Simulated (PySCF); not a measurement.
# Telling isomers of C5H7BO2 apart by NMR

PySCF 2.14 calculation with coordinates at the PBE0-D3(BJ)/def2-SVP level, shielding tensors at PBE0/pcSseg-1 (GIAO) and B3LYP/pcJ-1 coupling constants (spin–dipole term left out of most H,H and C,H couplings); one computed conformer, no relativistic terms, rapidly exchanging positions averaged, isolated molecule.

Referencing at the same level of theory: ¹H and ¹³C against TMS. Multiplet labels drop J under 1 Hz and among equivalent protons, and merge close values. Unscaled 3J(H,H) run several per cent high. Vicinal couplings that depend on rotamer populations or ring flexing (ring, CH–CH, X–H and H–F types) are those of the one conformer. Couplings to H on boron are left out. Carbons bonded to boron are broad in practice. Shifts are as computed. Against solution values, carbons near 30 ppm lie about +2 ppm off and those near 130 ppm about +5 ppm. Of 1309 compounds with measured shifts, 239 miss one by over three times the rms of a fit or turn the order of signals round; such compounds aren't used in these exercises. OH and NH positions are gas-phase values without hydrogen bonding to other molecules.

(1) Tabulate the signals of `C=C[B@@H-]1OC=CC=[O+]1`, `C/C=C\C#CB(O)O` and their relative energies.

(2) What is the quickest way to tell C=C[B@@H-]1OC=CC=[O+]1 from C/C=C\C#CB(O)O?

## Answers

(1) 
| SMILES | carbon types | δC | δH | E rel. (kcal/mol) |
| --- | --- | --- | --- | --- |
| C=C[B@@H-]1OC=CC=[O+]1 | 4×CH 1×CH2 | 186.8, 185.8, 151.6, 129.5, 106.6 | 7.89 (dd, 1H), 7.66 (dd, 1H), 6.20 (dd, 1H), 5.80 (dd, 1H), 5.44 (t, 1H), 5.41 (dd, 1H), 4.31 (br, 1H) | 28.6 |
| C/C=C\C#CB(O)O | 2×C 2×CH 1×CH3 | 157.2, 116.2, 102.3, 100.9, 19.5 | 6.31 (dq, 1H), 5.57 (dq, 1H), 3.89 (br s, 2H), 2.13 (dd, 3H) | 0.0 |

Energies are electronic energies at PBE0/pcSseg-1 on these geometries, without zero-point or thermal terms, each for the one conformer computed, which needn't be the lowest.

(2) Both give the same number of carbon signals, but DEPT or the intensities differ. The first has a terminal =CH2 carbon at 129.5 ppm, the second an alkyne carbon (C) at 102.3 ppm. Their most deshielded carbons lie at 186.8 and 157.2 ppm. In the proton spectra the most deshielded non-exchanging signals are 7.89 (dd, J = 4.1, 2.8 Hz, 1H) and 6.31 (dq, J = 12.4, 8.4 Hz, 1H).
